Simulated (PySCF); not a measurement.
A GIAO shielding run with PySCF 2.14 (density fitting, non-relativistic, gas phase) on `CN[Si@H](O)[Si](O)(O)[SiH3]`, CH$_{11}$NO$_{3}$Si$_{3}$:

```
$ OMP_NUM_THREADS=1 python probes_run.py task.json out

{"job": {"kind": "nmr", "xc": "PBE0", "basis": "pcSseg-1"}, "charge": 0, "multiplicity": 1}
C      2.748159    -0.878604     0.125307
N      2.228226     0.013995    -0.888314
Si     0.720905     0.855318    -0.678929
O      0.851992     1.731843     0.698394
Si    -1.202477    -0.298769    -0.183221
O     -0.911843    -1.579800     0.825397
O     -1.563304    -1.052607    -1.591569
Si    -3.059264     0.827267     0.639764
H      2.267581    -1.863652     0.113921
H      2.581911    -0.429485     1.103100
H      3.822765    -1.017238    -0.013987
H      2.398562    -0.359779    -1.810459
H      0.735565     1.723055    -1.863501
H      1.608877     2.299010     0.827028
H     -0.597040    -1.433531     1.711365
H     -2.062256    -1.865275    -1.580508
H     -3.341822     2.068373    -0.090604
H     -2.919706     1.209539     2.053808
H     -4.316635     0.059590     0.595546
```

Hardware: 1 thread of an Arm Neoverse N1, shared host. The job also computes population analyses, field gradients.

**Question.** How large is the calculation?

**Answer.** 90 electrons, 212 basis functions and 1171 auxiliary functions.

**Question.** How long does it take, and how much memory does it need?

**Answer.** 79 s of wall time, with 14 SCF cycles and 5 response iterations; peak memory 1 GiB. Times on a shared host scatter by some tens of per cent.
